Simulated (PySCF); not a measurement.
N$_{2}$O, charge +1, doublet, at a GFN2-xTB geometry (a state made from the parent by changing its charge; the spin is typed, not shown lowest).

PySCF was given this input:
```python
from pyscf import gto, scf, dft

mol = gto.M(
    atom='''
N    -0.00000000   -0.00000000   -1.18125411
N    -0.00000000   -0.00000000   -0.04900305
O     0.00000000    0.00000000    1.07647501
''',
    basis='sto-3g',
    charge=1,
    spin=1,
    verbose=4,
)

mf = dft.UKS(mol)
mf.xc = 'b3lyp'
mf.kernel()
mf.analyze()
```

Q: What does this run give for the number of basis functions, <S^2>?

A: 
| Property | Result |
|---|---|
| number of basis functions | 15 |
| <S^2> | 0.766 |

These values belong to the state on which the SCF converged, which isn't shown to be the lowest.
